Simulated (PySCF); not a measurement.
Si(F)3(Et) (C2H5F3Si), SMILES CC[Si](F)(F)F. Atoms are numbered in the order given.

```xyz
11

C     -2.3457     0.1983     0.4175
C     -1.2279    -0.8232     0.1513
Si     0.4267    -0.0427    -0.0765
F      0.4364     0.9761    -1.3233
F      1.5846    -1.1272    -0.3428
F      0.8640     0.8092     1.2181
H     -2.1426     0.7828     1.3284
H     -2.4433     0.9088    -0.4181
H     -3.3177    -0.3009     0.5487
H     -1.1475    -1.5461     0.9819
H     -1.4455    -1.4206    -0.7512
```
Charge 0, spin multiplicity 1.

The structure is a stationary point at B3LYP-D3(BJ)/def2-SVP. One conformer was computed; it need not be the lowest.

Two levels are set side by side: PBE/pcSseg-1 (PySCF) and KT2/pcSseg-1 (PySCF). GIAO shifts against CFCl3 (¹⁹F), TMS (²⁹Si), TMS (¹H), TMS (¹³C) at the same level; non-relativistic, no solvent, atoms listed together averaged. Differences are taken from unrounded values.

```json
[
 {"quantity": "δ(¹³C) of C1 (ppm)", "KT2": "9.9", "PBE": "9.4", "PBE minus KT2": "-0.4"},
 {"quantity": "δ(¹³C) of C2 (ppm)", "KT2": "7.8", "PBE": "7.6", "PBE minus KT2": "-0.2"},
 {"quantity": "δ(²⁹Si) of Si3 (ppm)", "KT2": "-40.3", "PBE": "-43.6", "PBE minus KT2": "-3.4"},
 {"quantity": "δ(¹H) of H10, H11 (ppm)", "KT2": "1.13", "PBE": "1.09", "PBE minus KT2": "-0.03"}
]
```

Rough cost on one machine, each run with all the roots and properties that it gave: KT2 against PBE within a factor of 2.
